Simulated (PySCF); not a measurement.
These 2 structures share the formula C10H18O. The calculation used PySCF, PBE0-D3(BJ)/def2-SVP geometry optimisation, gas phase. Energies are electronic, without zero-point or thermal terms, for one conformer each. No frequencies were run at this level. Point groups hold within 0.08 Å.

Question: Order them by energy at this level, lowest first, and give relative energies in kcal/mol.
A. `[CH3:1][C@@:2]12[CH2:3][CH2:4][C@@H:5]([CH2:6]1)[C:7]([CH3:8])([CH3:9])[C@@H:10]2[OH:11]` with C7–C10–O11–H -63°
B. `[CH2:1]=[C:2]1[CH2:3][CH2:4][CH2:5][CH2:6][C@H:7]1[O:8][CH:9]([CH3:10])[CH3:11]` with C6–C7–O8–C9 -170°, C7–O8–C9–C10 -157°, C1–C2–C3–C4 -124°, C2–C3–C4–C5 -53°, C3–C4–C5–C6 55°, C4–C5–C6–C7 -56°

Answer: A (0.0), B (16.7).

As drawn, the lower has an O–H bond and a quaternary carbon, which the higher lacks; the higher has a C=C bond outside aromatic rings, which the lower lacks.

| SMILES | E (Eh) | E rel (kcal/mol) | dipole (D) | point group | A, B, C (MHz) |
| --- | --- | --- | --- | --- | --- |
| CC1(C)[C@H]2CC[C@](C)(C2)[C@H]1O | -466.27747 | 0.0 | 1.50 | C1 | 1525, 1109, 986.5 |
| C=C1CCCC[C@H]1OC(C)C | -466.25078 | 16.7 | 0.59 | C1 | 1624, 768.2, 706.5 |

Q: How do the relative energies change in single points at PBE0/pcSseg-1 (no added dispersion term) on the same geometries?

A: 
| SMILES | PBE0-D3(BJ)/def2-SVP (kcal/mol) | PBE0/pcSseg-1 (kcal/mol) | shift |
| --- | --- | --- | --- |
| CC1(C)[C@H]2CC[C@](C)(C2)[C@H]1O | 0.0 | 0.0 | 0.0 |
| C=C1CCCC[C@H]1OC(C)C | 16.7 | 14.0 | -2.7 |

Each column counts from its own lowest isomer. The order is unchanged; the largest shift is 2.7 kcal/mol.
